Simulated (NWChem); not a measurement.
System: BNH3Cl; SMILES NBCl

NWChem input:

```
start job
memory heap 200 mb stack 900 mb global 1100 mb
geometry units angstroms noautoz
  B     -0.574459     0.510659     0.000000
  H     -1.769737     0.657454     0.000000
  Cl     0.088983    -1.132681     0.000000
  N      0.283027     1.600003     0.000000
  H     -0.056498     2.552551     0.000000
  H      1.291531     1.510888     0.000000
end
basis spherical
  * library def2-svpd
end
dft
  xc pbe0
  iterations 150
end
tddft
  cis
  nroots 6
  notriplet
end
task tddft energy
```

The geometry was optimised at PBE0/def2-SVP.

Vertical excitations in the gas phase.

Q: Predict the main results of this run. (PBE0/def2-SVPD, TDA.) Quantities: lowest excitation, singlet (eV); oscillator strength of that lowest state; lowest state with f > 0.02, singlet (eV); oscillator strength of that bright state; orbital gap (eV).

A: 
```json
{
 "lowest excitation, singlet (eV)": "7.03",
 "oscillator_strength_of_that_lowest_state": "0.002",
 "lowest state with f > 0.02, singlet (eV)": "7.68",
 "oscillator_strength_of_that_bright_state": "0.109",
 "orbital gap (eV)": "8.56"
}
```
